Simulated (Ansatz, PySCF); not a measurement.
This PySCF input computes a r2SCAN/def2-TZVPD energy:

```python
from pyscf import gto, scf, dft

mol = gto.M(
    atom='''
    Se    0.01199726   -0.00363999    1.09864205
    I     0.95519835   -1.75199806   -0.36867602
    I    -0.96289470    1.75433315   -0.33611322
    ''',
    basis='def2-tzvpd',
    ecp='def2-tzvp',
    charge=1,
    spin=1,
    verbose=4,
)

mf = dft.UKS(mol, xc='r2scan').density_fit(auxbasis='def2-universal-jkfit')
mf.grids.level = 4
mf.conv_tol = 1e-9
mf.max_cycle = 100
mf.max_memory = 1500
mf.kernel()
if not mf.converged:
    mf = mf.newton()
    mf.kernel(mf.make_rdm1())
for _ in range(2):
    mo, _, stable, _ = mf.stability(return_status=True)
    if stable:
        break
    mf.kernel(mf.make_rdm1(mo, mf.mo_occ))
mf.analyze()
```

Question: Write an input for the same energy in Ansatz (a quantum-chemistry and plane-wave program) and say what it gives.

Answer: 
Ansatz 0.2 input:
```yaml
crystal:
  periodic: [false, false, false]
  atoms:
    - {symbol: Se, position_ang: [0.01199726, -0.00363999, 1.09864205]}
    - {symbol: I, position_ang: [0.95519835, -1.75199806, -0.36867602]}
    - {symbol: I, position_ang: [-0.96289470, 1.75433315, -0.33611322]}
basis:
  gaussian:
    orbitals: def2-TZVPD
hamiltonian:
  xc: {name: r2SCAN}
total_charge: 1
magnetization: {spin_polarized: true, initial_magnetization: 1}
output: {forces: true}
```
It gives -2996.92112 Eh, and PySCF -2996.92111 Eh, a difference of 0.01 mEh.
